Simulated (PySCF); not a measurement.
Numbering as in the mapped SMILES `[SiH3:1][Si:2]1([SiH3:3])[CH2:4][CH2:5][SiH2:6]1`; H(Xn) means a hydrogen on atom n.

- shielding tensors at PBE0/pcSseg-1 (GIAO)
- structure optimised with GFN2-xTB
- program: PySCF 2.14.0 with density-fitted response routines
- gas phase, no relativistic terms, rapidly exchanging positions averaged, one conformer

Scale: 13C (σ = 186.93 ppm) and 1H (σ = 31.72 ppm) and 29Si (σ = 349.16 ppm) vs TMS (reference shieldings calculated alike).

| atoms | nucleus | count | Hirshfeld charge | δ (ppm) |
| --- | --- | --- | --- | --- |
| C4 | 13C | 1 | -0.16 | ? |
| C5 | 13C | 1 | -0.16 | 12.5 |
| H(C4) | 1H | 2 | 0.03 | 1.66 |
| H(C5) | 1H | 2 | 0.04 | ? |
| Si6 | 29Si | 1 | 0.25 | -46.7 |
| H(Si6) | 1H | 2 | -0.08 | 4.70 |
| Si1/Si3 | 29Si | 2 | 0.21 | -109.5 |
| Si2 | 29Si | 1 | 0.12 | -60.9 |
| H(Si1)/H(Si3) | 1H | 6 | -0.07 | ? |

Estimate the values marked ?.

Answers


- C4: 12.6 ppm, sp3 CH2 bonded to Si
- H(Si1)/H(Si3): 3.69 ppm, hydrogen on a silicon bonded to Si
- H(C5): 1.84 ppm, hydrogen on an sp3 CH2 bonded to Si

Shifts are as computed. Against solution values, carbons near 30 ppm lie about +3 ppm off and those near 130 ppm about +5 ppm. Of 1211 compounds with measured shifts, 218 miss one by over three times the rms of a fit or turn the order of signals round; such compounds aren't used in these exercises.
